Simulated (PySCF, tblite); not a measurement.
Isomers of [C7H17NP]- (charge -1), one GFN2-xTB conformer each. Single-point energies are computed at PBE0/pcSseg-1 (PySCF, gas phase, no added dispersion term), electronic only.

| SMILES | GFN2-xTB relative energy (kcal/mol) |
| --- | --- |
| CCCC[P-]N(C)CC | 3.6 |
| CN(C)[P-]CC(C)(C)C | 0.0 |
| CN(C)C[P-]C(C)(C)C | 10.1 |

Conformers: `[CH3:1][CH2:2][CH2:3][CH2:4][P-:5][N:6]([CH3:7])[CH2:8][CH3:9]` (charge -1) with C1–C2–C3–C4 -170°, C2–C3–C4–P5 59°, C3–C4–P5–N6 73°, C4–P5–N6–C7 67°, P5–N6–C8–C9 -133°; `[CH3:1][N:2]([CH3:3])[P-:4][CH2:5][C:6]([CH3:7])([CH3:8])[CH3:9]` (charge -1) with C1–N2–P4–C5 -138°, N2–P4–C5–C6 89°; `[CH3:1][N:2]([CH3:3])[CH2:4][P-:5][C:6]([CH3:7])([CH3:8])[CH3:9]` (charge -1) with C1–N2–C4–P5 180°, N2–C4–P5–C6 -72°.

Task: What does PBE0/pcSseg-1 give for the same structures?

Result: 
| SMILES | PBE0/pcSseg-1 E (Eh) | PBE0/pcSseg-1 (kcal/mol) | GFN2-xTB (kcal/mol) | point group |
| --- | --- | --- | --- | --- |
| CN(C)[P-]CC(C)(C)C | -672.47642 | 0.0 | 0.0 | C1 |
| CCCC[P-]N(C)CC | -672.47420 | 1.4 | 3.6 | C1 |
| CN(C)C[P-]C(C)(C)C | -672.47059 | 3.7 | 10.1 | C1 |

Both levels put the same isomer lowest; measured from each level's own lowest isomer, the values differ by up to 6.4 kcal/mol (CN(C)C[P-]C(C)(C)C: 10.1 against 3.7). As drawn, the lowest has a quaternary carbon, which the highest lacks. Neighbours under 5.0 kcal/mol apart (CN(C)[P-]CC(C)(C)C and CCCC[P-]N(C)CC; CCCC[P-]N(C)CC and CN(C)C[P-]C(C)(C)C) can change places with a better method, another conformer or zero-point energy.

Task: What happens when harmonic zero-point energies from GFN2-xTB frequencies are added?

Result: 
| SMILES | ZPE (kcal/mol) | electronic (kcal/mol) | with ZPE (kcal/mol) |
| --- | --- | --- | --- |
| CN(C)[P-]CC(C)(C)C | 142.4 | 0.0 | 0.0 |
| CCCC[P-]N(C)CC | 142.8 | 1.4 | 1.8 |
| CN(C)C[P-]C(C)(C)C | 142.3 | 3.7 | 3.6 |

The zero-point energies span 0.5 kcal/mol. The order is unchanged.
